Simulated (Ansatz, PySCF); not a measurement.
Input for Ansatz (a program for electronic structure):
Ansatz 0.2 input:
```yaml
crystal:
  periodic: [false, false, false]
  atoms:
    - {symbol: La, position_ang: [0.10762410, -0.30028343, -0.77085064]}
    - {symbol: Cl, position_ang: [-1.96582434, -0.74394322, 0.61833748]}
    - {symbol: Cl, position_ang: [0.20323583, 2.01903605, 0.45396833]}
    - {symbol: Cl, position_ang: [1.40173124, -0.26826016, 1.51231102]}
basis:
  gaussian:
    orbitals: def2-SVP
hamiltonian:
  xc: pbe
total_charge: 1
magnetization: {spin_polarized: true, initial_magnetization: 1}
accuracy: high
```

Q: Convert this to an input for PySCF.

A: One answer among several that fit: 
```python
from pyscf import gto, scf, dft

mol = gto.M(
    atom='''
La    0.10762410   -0.30028343   -0.77085064
Cl   -1.96582434   -0.74394322    0.61833748
Cl    0.20323583    2.01903605    0.45396833
Cl    1.40173124   -0.26826016    1.51231102
''',
    basis='def2-svp',
    ecp={'La': 'def2-svp'},
    charge=1,
    spin=1,
    verbose=4,
)

mf = dft.UKS(mol)
mf.xc = 'pbe'
mf.grids.atom_grid = (99, 590)
mf.grids.prune = None
mf.kernel()
```

Both were run: Ansatz gave -1411.103992 Eh and PySCF -1411.103991 Eh, 0.001 mEh apart.
